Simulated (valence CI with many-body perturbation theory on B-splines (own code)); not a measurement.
# Which ion has this spectrum?

A relativistic CI+MBPT calculation for an atom or ion with 6 electrons gives these levels (eV):

| J | Parity | E | g |
| --- | --- | --- | --- |
| 0 | even | 0.0 |  |
| 1 | even | 461.1 | 1.48 |
| 2 | even | 477.6 | 1.16 |
| 2 | odd | 667.8 | 1.55 |
| 1 | odd | 733.6 | 1.09 |
| 2 | even | 953.0 | 1.30 |
| 0 | even | 997.6 |  |
| 2 | odd | 1109.8 | 1.55 |
| 3 | odd | 1147.2 | 1.31 |
| 0 | odd | 1188.8 |  |
| 1 | odd | 1205.3 | 1.30 |
| 2 | odd | 1215.5 | 1.07 |
| 1 | odd | 1218.8 | 1.34 |
| 2 | even | 1436.3 | 1.33 |

The energies are calculated, and their last digits are not significant.

(1) Which is it?
A. Ce52+
B. Cs49+
C. Nd54+
D. Pr53+

## Answers

(1) A. Ce52+, ground level (2s^2 2p1/2^2) J=0.
